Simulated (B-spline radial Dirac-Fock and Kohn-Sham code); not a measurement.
**Eu 3p1/2: cross section and angular parameters**

System: the Eu atom, configuration [Xe] 4f7 6s2; threshold 1614.0 eV (tabulated edge). Calculated with a radial atomic solver, using Dirac-Hartree-Slater photoionisation with a Latter tail; cross sections with all multipoles, angular parameters from the dipole term and its interference with E2.

Input of the calculation (task.json; shells as n, l, electrons):

```json
{"items": [{
  "Z": 63,
  "q": 0,
  "cfg": [[1, 0, 2], [2, 0, 2], [2, 1, 6], [3, 0, 2], [3, 1, 6], [3, 2, 10], [4, 0, 2], [4, 1, 6], [4, 2, 10], [4, 3, 7], [5, 0, 2], [5, 1, 6], [6, 0, 2]],
  "A": 153,
  "rrms": 5.1115,
  "do": "xps",
  "hv": [60, 150, 200, 210.0, 284.0, 310.0, 353.0, 400, 800, 854.0, 1130.0, 1140.0, 1440.0, 1486.9, 2984.4, 3090.0, 3130.0, 3180.0, 3240.0, 3580.0, 5030.0, 5414.7, 6350.0, 6780.0, 6910.0, 7420.0, 7520.0, 7870.0, 7990.0, 13700.0],
  "edges": {"K": 48519.0, "L1": 8052.0, "L2": 7617.0, "L3": 6977.0, "M1": 1800.0, "M2": 1614.0, "M3": 1481.0, "M4": 1158.6, "M5": 1127.5, "N1": 360.0, "N2": 284.0, "N3": 257.0, "N4": 133.0, "N5": 127.7}
}]}
```

Run with: `python xray2_run.py task.json out`

For linearly polarised light dσ/dΩ = σ/(4π) [1 + β P₂(cos θ) + (δ + γ cos²θ) sin θ cos φ], with θ from the polarisation vector and φ the angle between the beam and the projection of the electron momentum on the plane normal to the polarisation.

```tsv
hν (eV)	σ (kb)	β	γ	δ
2984.4	31.5	1.562	0.008	0.004
3090	29.6	1.570	-0.004	0.003
3130	29.0	1.573	-0.008	0.003
3180	28.2	1.577	-0.011	0.003
3240	27.3	1.580	-0.014	0.002
3580	22.7	1.594	-0.014	0.001
5030	11.6	1.594	0.156	0.004
5414.7	?	?	?	?
6350	6.99	1.565	0.378	0.010
6780	6.03	1.554	0.450	0.012
6910	5.78	1.551	0.472	0.013
7420	4.91	1.538	0.556	0.016
7520	4.76	1.535	0.573	0.016
7870	4.28	1.526	0.629	0.019
7990	4.13	1.522	0.648	0.019
13700	1.08	1.381	1.399	0.062
```

Problem. Give the values at Cr Kα (5414.7 eV).

Solution. σ = 9.91 kb, β = 1.587, γ = 0.219, δ = 0.006.
